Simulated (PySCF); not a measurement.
# GaF: input and log

State: ¹Σ⁺ (singlet), closed shell.

An equivalent input (the run itself took its basis sets from the Basis Set Exchange, started from a PBE0 density and held the occupation σ 10α 10β, πx 4α 4β, πy 4α 4β, δx 1α 1β, δy 1α 1β):

```python
from pyscf import gto, dft
mol = gto.M(atom='Ga 0 0 0; F 0 0 1.794', basis={'Ga': 'def2-TZVPPD', 'F': 'def2-TZVPPD'},
            charge=0, spin=0, verbose=4, symmetry='C2v')
mf = dft.UKS(mol, xc='PBE0')
mf.grids.atom_grid = (80, 434)
mf.grids.prune = dft.gen_grid.treutler_prune
mf.irrep_nelec = {'A1': (11, 11), 'A2': (1, 1), 'B1': (4, 4), 'B2': (4, 4)}
mf.conv_tol = 1e-9
mf.max_cycle = 60
mf.diis_space = 10
mf.kernel()
```

The log (some set-up lines and the per-cycle HOMO/LUMO lines removed):

```
******** <class 'pyscf.dft.uks_symm.SymAdaptedUKS'> ********
method = SymAdaptedUKS
damping factor = 0
level_shift factor = 0
DIIS = <class 'pyscf.scf.diis.CDIIS'>
diis_start_cycle = 1
diis_space = 10
diis_damp = 0
SCF conv_tol = 1e-09
SCF conv_tol_grad = None
SCF max_cycles = 60
number electrons alpha = 20  beta = 20
Set gradient conv threshold to 3.16228e-05
init E= -2024.44923467928
cycle= 1 E= -2024.44854766511  delta_E= 0.000687  |g|= 0.0114  |ddm|= 0.0298
cycle= 2 E= -2024.44845810751  delta_E= 8.96e-05  |g|= 0.0216  |ddm|= 0.0174
cycle= 3 E= -2024.44860197153  delta_E= -0.000144  |g|= 0.00146  |ddm|= 0.00899
cycle= 4 E= -2024.44860270082  delta_E= -7.29e-07  |g|= 0.000404  |ddm|= 0.00137
cycle= 5 E= -2024.44860274766  delta_E= -4.68e-08  |g|= 0.00012  |ddm|= 0.000207
cycle= 6 E= -2024.4486027501  delta_E= -2.44e-09  |g|= 1.49e-05  |ddm|= 7.2e-05
cycle= 7 E= -2024.44860275016  delta_E= -6.09e-11  |g|= 1.19e-06  |ddm|= 1.3e-05
Extra cycle  E= -2024.44860275017  delta_E= -5e-12  |g|= 1.81e-06  |ddm|= 2.43e-06
converged SCF energy = -2024.44860275017  <S^2> = -1.7763568e-14  2S+1 = 1
```

Repeating this along the bond gives Re = 1.788 Å and ωe = 613 cm⁻¹.

A point of this curve took 3.6 CPU seconds beside 0.52 for the integrals, on Arm Neoverse V2 (shared host).
